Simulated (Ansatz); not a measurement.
Relaxation of PbMe4 (C4H12Pb) with RKS B3LYP-D4/def2-SVP.

```sh
$ ansatz run in.yaml --threads 4 --pin off --events-out ev --progress --plain --max-ram 4787MiB
```

```yaml
crystal:
  periodic: [false, false, false]
  atoms:
    - {symbol: Pb, position_ang: [0.002820, 0.001320, -0.002930]}
    - {symbol: C, position_ang: [-0.007450, -0.014060, 2.296190]}
    - {symbol: H, position_ang: [-1.025570, 0.065370, 2.650840]}
    - {symbol: H, position_ang: [0.567870, 0.822310, 2.668810]}
    - {symbol: H, position_ang: [0.426650, -0.936510, 2.656510]}
    - {symbol: C, position_ang: [2.172770, 0.003950, -0.769990]}
    - {symbol: H, position_ang: [2.174490, -0.114610, -1.844480]}
    - {symbol: H, position_ang: [2.717210, -0.814000, -0.318980]}
    - {symbol: H, position_ang: [2.651600, 0.938240, -0.511830]}
    - {symbol: C, position_ang: [-1.083860, 1.883900, -0.750940]}
    - {symbol: H, position_ang: [-0.965550, 1.974090, -1.821620]}
    - {symbol: H, position_ang: [-0.664500, 2.755870, -0.268490]}
    - {symbol: H, position_ang: [-2.135220, 1.811860, -0.510250]}
    - {symbol: C, position_ang: [-1.080670, -1.872380, -0.776840]}
    - {symbol: H, position_ang: [-2.052630, -1.951570, -0.309090]}
    - {symbol: H, position_ang: [-0.495430, -2.749630, -0.538110]}
    - {symbol: H, position_ang: [-1.202540, -1.804180, -1.848800]}
basis:
  gaussian: {orbitals: def2-SVP}
hamiltonian: {xc: {name: B3LYP}, dispersion: d4}
scf: {lower_state_search: "off"}
output: {orbitals: {seedname: orbitals}}
relax: {f_tol: 0.02, max_steps: 100}
```

It took 13 s on 4 threads of Intel Xeon on a shared host.

Positions (Å) and forces (eV/Å) at steps 1, 2, 3, 4 of 4:

```xyz
17
step=1 energy=-9590.1237 eV
Pb    0.003    0.001   -0.003    0.016    0.003    0.004
C    -0.007   -0.014    2.296    0.017    0.008   -0.720
H    -1.026    0.065    2.651   -0.633    0.048    0.139
H     0.568    0.822    2.669    0.352    0.512    0.140
H     0.427   -0.937    2.657    0.268   -0.565    0.133
C     2.173    0.004   -0.770   -0.697   -0.005    0.247
H     2.174   -0.115   -1.844   -0.078   -0.071   -0.642
H     2.717   -0.814   -0.319    0.253   -0.508    0.309
H     2.652    0.938   -0.512    0.207    0.580    0.193
C    -1.084    1.884   -0.751    0.352   -0.590    0.245
H    -0.966    1.974   -1.822    0.113   -0.017   -0.639
H    -0.664    2.756   -0.268    0.296    0.472    0.319
H    -2.135    1.812   -0.510   -0.616   -0.111    0.175
C    -1.081   -1.872   -0.777    0.340    0.580    0.248
H    -2.053   -1.952   -0.309   -0.546    0.029    0.311
H    -0.495   -2.750   -0.538    0.394   -0.475    0.175
H    -1.203   -1.804   -1.849   -0.038    0.110   -0.638
17
step=2 energy=-9590.1933 eV
Pb    0.001    0.001   -0.001   -0.015   -0.014   -0.006
C    -0.004   -0.013    2.248    0.017   -0.011   -0.040
H    -1.038    0.056    2.600   -0.112    0.006    0.099
H     0.575    0.843    2.607    0.058    0.088    0.104
H     0.450   -0.948    2.593    0.046   -0.093    0.109
C     2.118    0.003   -0.751   -0.013    0.031    0.030
H     2.111   -0.101   -1.841    0.052   -0.009   -0.134
H     2.655   -0.836   -0.295    0.119   -0.087    0.025
H     2.585    0.951   -0.465    0.130    0.086   -0.003
C    -1.060    1.844   -0.734    0.023   -0.049   -0.009
H    -0.939    1.903   -1.821   -0.029    0.071   -0.132
H    -0.618    2.724   -0.256    0.023    0.137    0.031
H    -2.120    1.766   -0.475   -0.146    0.047    0.006
C    -1.053   -1.834   -0.764   -0.020    0.051    0.035
H    -2.039   -1.883   -0.291   -0.133   -0.080    0.008
H    -0.465   -2.720   -0.504    0.040   -0.134    0.014
H    -1.159   -1.756   -1.851   -0.040   -0.041   -0.137
17
step=3 energy=-9590.2118 eV
Pb    0.000    0.000    0.000    0.002    0.002    0.001
C    -0.002   -0.015    2.264   -0.001   -0.002    0.113
H    -1.036    0.049    2.632    0.000   -0.001   -0.024
H     0.571    0.844    2.639   -0.001    0.000   -0.025
H     0.457   -0.946    2.628    0.001    0.001   -0.024
C     2.135    0.006   -0.754    0.107    0.001   -0.038
H     2.140   -0.088   -1.849   -0.023    0.001    0.009
H     2.684   -0.839   -0.313   -0.023    0.000    0.007
H     2.626    0.948   -0.468   -0.023   -0.001    0.010
C    -1.068    1.854   -0.742   -0.054    0.093   -0.039
H    -0.968    1.925   -1.834    0.009   -0.020    0.007
H    -0.625    2.746   -0.277    0.013   -0.022    0.007
H    -2.134    1.797   -0.477    0.012   -0.020    0.009
C    -1.065   -1.845   -0.768   -0.054   -0.093   -0.038
H    -2.064   -1.909   -0.314    0.010    0.019    0.007
H    -0.487   -2.742   -0.504    0.011    0.021    0.010
H    -1.165   -1.786   -1.862    0.013    0.020    0.009
17
step=4 energy=-9590.2133 eV
Pb    0.000    0.000    0.000    0.001    0.001    0.000
C    -0.002   -0.015    2.269    0.000   -0.001    0.000
H    -1.038    0.041    2.632   -0.002   -0.001    0.001
H     0.566    0.849    2.639    0.001    0.003    0.000
H     0.465   -0.944    2.626    0.002   -0.002    0.001
C     2.140    0.007   -0.755    0.000    0.000   -0.001
H     2.139   -0.077   -1.851    0.000    0.001   -0.003
H     2.682   -0.845   -0.320    0.000   -0.003    0.001
H     2.628    0.945   -0.457    0.001    0.002    0.002
C    -1.071    1.858   -0.744   -0.001    0.000    0.001
H    -0.978    1.917   -1.838    0.000   -0.001   -0.003
H    -0.616    2.747   -0.286    0.002    0.002    0.000
H    -2.132    1.801   -0.466   -0.002    0.001    0.002
C    -1.068   -1.849   -0.770    0.000    0.000   -0.001
H    -2.070   -1.902   -0.323   -0.003    0.001    0.000
H    -0.491   -2.743   -0.493    0.001   -0.002    0.002
H    -1.154   -1.789   -1.864    0.001   -0.001   -0.003
```

In the def2 sets Pb takes a core potential; there is no spin–orbit coupling.
